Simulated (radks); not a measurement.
Q: Radial electron density D(r) = 4 pi r^2 rho(r) of an atom or ion with 41 electrons. All-electron calculation, scalar-relativistic Kohn-Sham, PBE, spin-polarised, spherical densities, finite nucleus; Fermi nuclear charge, rms radius of each element as measured or else 0.836 A^(1/3) + 0.57 fm. Program: a radial shooting solver on a logarithmic mesh with Libxc functionals.

r (bohr),D(r) (e/bohr),spin D(r)
0.001071,1.409,0.000567
0.001227,1.793,0.000721
0.001406,2.276,0.000914
0.001611,2.883,0.00116
0.00186,3.690,0.00148
0.002131,4.645,0.00186
0.002442,5.824,0.00232
0.002797,7.271,0.00289
0.003205,9.034,0.00358
0.003672,11.16,0.00441
0.004207,13.70,0.00538
0.004819,16.70,0.00651
0.005566,20.40,0.00788
0.006377,24.41,0.00931
0.007306,28.88,0.0109
0.00837,33.75,0.0124
0.009589,38.88,0.0139
0.01099,44.07,0.0153
0.01259,49.06,0.0162
0.01442,53.51,0.0165
0.01665,57.24,0.0158
0.01908,59.47,0.0142
0.02186,60.24,0.0115
0.02504,59.51,0.00791
0.02869,57.56,0.00397
0.03287,54.99,0.000777
0.03766,52.70,0.0000195
0.04315,51.73,0.00403
0.04983,53.11,0.0167
0.05709,57.06,0.0400
0.06541,63.05,0.0778
0.07494,69.62,0.134
0.08585,74.66,0.211
0.09836,76.12,0.315
0.1127,73.01,0.451
0.1291,66.07,0.623
0.1491,57.43,0.841
0.1708,51.64,1.06
0.1957,50.61,1.25
0.2242,54.12,1.32
0.2569,59.08,1.22
0.2943,61.05,0.913
0.3372,56.92,0.470
0.3863,46.87,0.0795
0.4461,33.59,0.00314
0.5111,23.20,0.451
0.5856,17.61,1.41
0.6709,16.41,2.66
0.7686,16.97,3.79
0.8806,16.62,4.43
1.009,14.29,4.43
1.156,10.63,3.93
1.335,6.763,3.13
1.529,4.034,2.37
1.752,2.319,1.70
2.007,1.311,1.13
2.3,0.7041,0.663
2.635,0.3345,0.328
3.019,0.1310,0.130
3.459,0.03970,0.0396
3.994,0.007957,0.00795
4.576,0.001200,0.00120
5.243,0.0001202,0.000120

What is the nuclear charge?

A: Z = 47. The innermost maximum, from 1s, lies near gamma/Z bohr with gamma = sqrt(1 - (Z/c)^2) = 0.939, here 0.02 bohr (found: 0.0219), and its height grows with Z. The density is that of the silver ion Ag6+ in [Kr] 4d4 5s1; the configuration itself is not fixed sharply by these data, and Z only to a few units. D(r) has 4 maxima, at r = 0.0219, 0.0960, 0.290, 0.806 bohr, and minima at 0.0431, 0.188, 0.660 bohr, inside which lie 2.01, 11.13, 29.18 electrons.
